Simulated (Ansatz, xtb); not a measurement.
**Isomers of C2H6BrClSi in order of energy**

6 gas-phase structures of C2H6BrClSi, from a drawn sample of its isomers (lower ones may exist). Each was relaxed with GFN2-xTB; where two conformers were screened, the lower at r2SCAN-D4/def2-SVP is listed:

A. `Cl[SiH2]CCBr`, a singlet
B. `ClCC[SiH2]Br`, a singlet
C. `C[C@H](Br)[SiH2]Cl`, a singlet
D. `CC[Si@H](Cl)Br`, a singlet
E. `C[Si](C)(Cl)Br`, a singlet
F. `C[C@H](Cl)[SiH2]Br`, a singlet

**Question.** Estimate their order in r2SCAN-D4/def2-SVP energy at these geometries, lowest first.

**Answer.** Calculated order at r2SCAN-D4/def2-SVP: E (0.0), D (60.2), C (208.3), A (212.4), F (219.2), B (220.1) kJ/mol. Less than 1 kcal/mol parts C and A; F and B, so the order within those pairs means little.

Energies above the lowest of each column, in kJ/mol; the last columns are at B3LYP-D3(BJ)/def2-SVP geometries and were run for some of them only (a dash: not run or not comparable):

```json
{"structure": "E", "GFN2-xTB": "22.9", "HF/STO-3G": "0.0", "r2SCAN-D4/def2-SVP": "0.0", "B3LYP-D3(BJ)/def2-SVP": "0.0", "CCSD(T)/def2-SVP + ΔMP2/def2-TZVPP": "0.0"}
{"structure": "D", "GFN2-xTB": "0.0", "HF/STO-3G": "58.2", "r2SCAN-D4/def2-SVP": "60.2", "B3LYP-D3(BJ)/def2-SVP": "53.6", "CCSD(T)/def2-SVP + ΔMP2/def2-TZVPP": "60.6"}
{"structure": "C", "GFN2-xTB": "117.3", "HF/STO-3G": "202.0", "r2SCAN-D4/def2-SVP": "208.3", "B3LYP-D3(BJ)/def2-SVP": "–", "CCSD(T)/def2-SVP + ΔMP2/def2-TZVPP": "–"}
{"structure": "A", "GFN2-xTB": "116.6", "HF/STO-3G": "196.7", "r2SCAN-D4/def2-SVP": "212.4", "B3LYP-D3(BJ)/def2-SVP": "–", "CCSD(T)/def2-SVP + ΔMP2/def2-TZVPP": "–"}
{"structure": "F", "GFN2-xTB": "104.6", "HF/STO-3G": "213.5", "r2SCAN-D4/def2-SVP": "219.2", "B3LYP-D3(BJ)/def2-SVP": "–", "CCSD(T)/def2-SVP + ΔMP2/def2-TZVPP": "–"}
{"structure": "B", "GFN2-xTB": "108.1", "HF/STO-3G": "214.9", "r2SCAN-D4/def2-SVP": "220.1", "B3LYP-D3(BJ)/def2-SVP": "–", "CCSD(T)/def2-SVP + ΔMP2/def2-TZVPP": "–"}
```

CCSD(T)/def2-SVP + ΔMP2/def2-TZVPP puts E lowest of those it was run on; GFN2-xTB picks D. Flexible structures stand in one conformer each, not always the lowest. Frequencies (GFN2-xTB) were run for D, E alone. ΔMP2 is the change of the MP2 energy from the smaller to the larger basis.

Over these structures GFN2-xTB departs from r2SCAN-D4/def2-SVP by 37.7 kJ/mol on average once a common shift is removed. A GFN2-xTB relaxation took about 0.19 s and the r2SCAN-D4/def2-SVP energy about 4.5 s on a shared host (Ansatz 0.2.0, xtb 6.7.1).
